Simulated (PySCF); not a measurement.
C6H12OP2.
Structure used (PBE0-D3(BJ)/def2-SVP), in Å, numbered top down from 1:
```xyz
21
C6H12OP2 angstrom
C      3.6840    1.1351    0.8231
C      2.4677    0.2837    0.7140
C      1.5186    0.3880   -0.2237
P      0.1155   -0.7424   -0.1635
C      0.0344   -1.4907   -1.8164
O      0.1927   -1.7292    0.9651
C     -1.3465    0.3187   -0.0562
C     -2.1799    0.1249    0.9743
P     -3.7786    0.9421    1.2612
H      4.5962    0.5170    0.7806
H      3.7077    1.6515    1.7972
H      3.7363    1.8908    0.0262
H      2.3288   -0.5018    1.4699
H      1.5739    1.1479   -1.0138
H     -0.0401   -0.7273   -2.6051
H     -0.8449   -2.1496   -1.8571
H      0.9420   -2.0918   -1.9713
H     -1.5143    1.0991   -0.8091
H     -1.9197   -0.6854    1.6717
H     -3.5000    1.4258    2.5757
H     -3.4888    2.1805    0.6133
```

Computed with PySCF at PBE0/pcSseg-1, non-relativistic, on one gas-phase PBE0-D3(BJ)/def2-SVP geometry that isn't relaxed in the solvent. The solvent is an IEF-PCM continuum (van der Waals radii × 1.2). The model holds no explicit solvent molecules, cavitation or dispersion.

```csv
run,E − E(gas) (kJ/mol),HOMO (eV),HOMO–LUMO gap (eV),dipole (D)
gas,0.00,-7.10,6.16,3.97
P,-19.25,-7.06,6.18,4.58
Q,-30.94,-7.05,6.19,5.01
```

The runs were made in benzene and chloroform. Which run belongs to which solvent?

P = benzene, Q = chloroform. The dielectric constants are 2.271 (benzene), 4.711 (chloroform), and the energy falls further as ε rises. In this model the ground state sees the solvent through ε alone.

How constant is the ratio of the lowering to (ε − 1)/(2ε + 1)?

```json
{"solvent": "benzene", "(ε − 1)/(2ε + 1)": "0.229", "E − E(gas) (kJ/mol)": "-19.25", "ratio (kJ/mol)": "-84.0", "polarisation term (kJ/mol)": "-20.80"}
{"solvent": "chloroform", "(ε − 1)/(2ε + 1)": "0.356", "E − E(gas) (kJ/mol)": "-30.94", "ratio (kJ/mol)": "-86.9", "polarisation term (kJ/mol)": "-35.17"}
```

The ratio changes by +3.5 % in size from benzene to chloroform. The polarisation term is half the interaction of the solute with the induced surface charges.

The run took 37 s on one thread of an Arm Neoverse V2, shared host, and the process peaked at 1.3 GiB of memory. This is the whole shielding run at PBE0/pcSseg-1 in chloroform, SCF included.
